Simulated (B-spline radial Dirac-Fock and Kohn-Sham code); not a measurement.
Auger decay of the K hole in In⁶⁺

System: indium as In⁶⁺, [Kr] 4d7.

Input of the calculation (task.json; shells as n, l, electrons):

```json
{"items": [{
  "Z": 49,
  "q": 6,
  "cfg": [[1, 0, 2], [2, 0, 2], [2, 1, 6], [3, 0, 2], [3, 1, 6], [3, 2, 10], [4, 0, 2], [4, 1, 6], [4, 2, 7]],
  "A": 115,
  "rrms": 4.6156,
  "do": ["binding", "quiet", "decay"],
  "holes": ["K", "L1", "L2", "L3", "M1", "M2", "M3", "M4", "M5", "N1", "N2", "N3"]
}]}
```

Run with: `python xray_run.py task.json out`

Level of theory: independent-particle radiative and Coulomb Auger rates from relativistic LDA hole-state orbitals, with Dirac-Fock energies; a radial atomic solver. Kinetic energies are configuration averages from the vacuum level; the two-hole energies are estimated from single-hole states. The rates lack the Breit term, which in heavy atoms raises K-L1L1 and K-L1L2.

```csv
transition,kinetic energy (eV),width (meV),share (%)
K-L1L1,19209.5,72.5,6.3
K-L1L2,19522.6,91.2,7.9
K-L1L3,19733.8,131,11.4
K-L2L2,19790.1,14.3,1.2
K-L2L3,20012.5,320,27.7
K-L3L3,20221.7,161,13.9
K-L1M1,22703.5,24.9,2.2
K-L1M2,22822.3,16.7,1.4
K-L1M3,22862.5,24.0,2.1
K-L2M1,23005.5,13.1,1.1
K-L2M2,23129.1,4.88,0.4
K-L2M3,23165.8,49.7,4.3
K-L3M1,23213.8,18.7,1.6
K-L3M2,23333.9,48.3,4.2
K-L3M3,23375.8,50.6,4.4
K-L2M5,23386.9,6.49,0.6
K-L1N1,23436.0,5.18,0.4
K-L1N3,23487.6,4.67,0.4
K-L3M4,–,8.64,0.7
K-L3M5,23596.9,7.69,0.7
K-L2N3,23792.5,9.38,0.8
K-L3N2,23992.9,9.10,0.8
K-L3N3,24000.9,9.60,0.8
K-M2M3,26415.2,7.60,0.7
```

A dash stands for an energy that rests on an unreliable hole state.

The listed channels hold 96 % of the non-radiative rate. Summed by principal shells, of 1.15 eV in all: KLL 68.4 %, KLM 24.2 %, KLN 4.5 %, KMM 2.0 %, KMN 0.8 %.
